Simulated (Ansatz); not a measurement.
Cu₂F⁺, 3 atoms. Hardware: 4 threads of Arm Neoverse N1 on a shared host.

Correlated methods freeze 19 core orbitals.

Question: How many basis functions does each of these Ansatz runs have, and roughly what does it cost? PBE with 35 % exact exchange/def2-TZVP, charge 1 singlet, energy, from earlier orbitals; PBE0-D4/def2-SVP, charge 1 unrestricted singlet, energy with a search over starts; ωB97M-V/def2-TZVP, charge 1 quintet, energy, from earlier orbitals; MP2/def2-TZVP, charge 1 triplet, energy, from earlier orbitals; PBE with 50 % exact exchange/def2-TZVP, charge 1 singlet, energy, from earlier orbitals; revPBE-D4/def2-TZVP, charge 1 triplet, energy, from earlier orbitals; CCSD(T)/def2-TZVPP, charge 1 triplet, energy, from earlier orbitals; PBE0-D4/def2-TZVP, charge 1 triplet, energy, from earlier orbitals; B3LYP-D4/def2-TZVP, charge 1 singlet, energy, from earlier orbitals; PBE with 50 % exact exchange/def2-TZVP, charge 1 triplet, energy, from earlier orbitals; PBE-D4/def2-TZVP, charge 1 singlet, relaxation, 3 steps; CCSD(T)/def2-TZVPP, charge 1 quintet, energy, from earlier orbitals.

Answer: Other jobs shared the machine, so times can vary by a factor of up to 3. A dash marks memory too small to be measured apart from the calling script's.

```json
{"run": "B3LYP-D4/def2-TZVP, charge 1 singlet, energy, from earlier orbitals", "functions": "121", "fitting or Cholesky vectors": "1240", "wall time": "2.1 s", "peak host memory (GiB)": "–"}
{"run": "PBE0-D4/def2-SVP, charge 1 unrestricted singlet, energy with a search over starts", "functions": "76", "fitting or Cholesky vectors": "831", "wall time": "2.1 s", "peak host memory (GiB)": "–"}
{"run": "PBE with 35 % exact exchange/def2-TZVP, charge 1 singlet, energy, from earlier orbitals", "functions": "121", "fitting or Cholesky vectors": "1151", "wall time": "2.3 s", "peak host memory (GiB)": "–"}
{"run": "PBE with 50 % exact exchange/def2-TZVP, charge 1 singlet, energy, from earlier orbitals", "functions": "121", "fitting or Cholesky vectors": "1151", "wall time": "2.5 s", "peak host memory (GiB)": "–"}
{"run": "MP2/def2-TZVP, charge 1 triplet, energy, from earlier orbitals", "functions": "121", "fitting or Cholesky vectors": "1151", "wall time": "3.1 s", "peak host memory (GiB)": "–"}
{"run": "revPBE-D4/def2-TZVP, charge 1 triplet, energy, from earlier orbitals", "functions": "121", "fitting or Cholesky vectors": "1062", "wall time": "3.5 s", "peak host memory (GiB)": "–"}
{"run": "PBE-D4/def2-TZVP, charge 1 singlet, relaxation, 3 steps", "functions": "121", "fitting or Cholesky vectors": "1062", "wall time": "4.4 s", "peak host memory (GiB)": "–"}
{"run": "PBE with 50 % exact exchange/def2-TZVP, charge 1 triplet, energy, from earlier orbitals", "functions": "121", "fitting or Cholesky vectors": "1151", "wall time": "8.5 s", "peak host memory (GiB)": "–"}
{"run": "PBE0-D4/def2-TZVP, charge 1 triplet, energy, from earlier orbitals", "functions": "121", "fitting or Cholesky vectors": "1151", "wall time": "19 s", "peak host memory (GiB)": "–"}
{"run": "ωB97M-V/def2-TZVP, charge 1 quintet, energy, from earlier orbitals", "functions": "121", "fitting or Cholesky vectors": "1151", "wall time": "29 s", "peak host memory (GiB)": "0.63"}
{"run": "CCSD(T)/def2-TZVPP, charge 1 triplet, energy, from earlier orbitals", "functions": "159", "fitting or Cholesky vectors": "1119", "wall time": "50 s", "peak host memory (GiB)": "1.8"}
{"run": "CCSD(T)/def2-TZVPP, charge 1 quintet, energy, from earlier orbitals", "functions": "159", "fitting or Cholesky vectors": "1115", "wall time": "55 s", "peak host memory (GiB)": "1.8"}
```
